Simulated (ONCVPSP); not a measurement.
PBEsol ONCV dataset for vanadium (V), scalar-relativistic all-electron reference.

```
Element                 : vanadium (V)
Generator               : ONCVPSP 4.0.1
Type                    : optimised norm-conserving Vanderbilt (ONCV)
Functional              : PBEsol
Relativity              : scalar-relativistic
Frozen core             : [Ar]
Valence charge          : 5
Reference configuration : 3d3 4s1 4p1
Partial waves           : 4s: rc 2.00 bohr, ncon 3, nbas 7, qcut 4.1 1/bohr, 1 projector; 4p: rc 3.75 bohr, ncon 4, nbas 8, qcut 2.2 1/bohr, 2 projectors, debl 1.9 Ha; 3d: rc 1.60 bohr, ncon 3, nbas 7, qcut 9.3 1/bohr, 2 projectors, debl 2.7 Ha
Local potential         : polynomial inside 1.40 bohr (lpopt 3, dvloc0 0 Ha)
Core correction         : none
```

All-electron outer shells of the reference configuration (PBEsol, scalar-relativistic, ld1.x):

```tsv
shell	level (eV)	outermost node (bohr)	outermost maximum (bohr)
3s	-71.45	0.38	0.82
3p	-45.37	0.35	0.84
3d	-6.51	–	0.90
4s	-5.54	1.17	2.72
4p	-2.10	1.30	3.54
```

Results:

- Cutoffs needed: 33 Ha and 37 Ha (the cutoffs (Ha) at which the residual kinetic energy of the hardest occupied pseudo-wave falls to 1 and 0.1 mHa per electron)
- Ghost test: ghosts flagged at negative energy: s at -25.0 eV; GHOST(+) flagged for p at 65.3 eV; a true bound ghost makes a file unfit for plane-wave use
- Largest excitation error: -125 meV (all-electron minus pseudo) for 3d2 4s2 4p0, out of 4 test configurations

Generation and tests took about 3.5 s on one core of a shared server CPU.
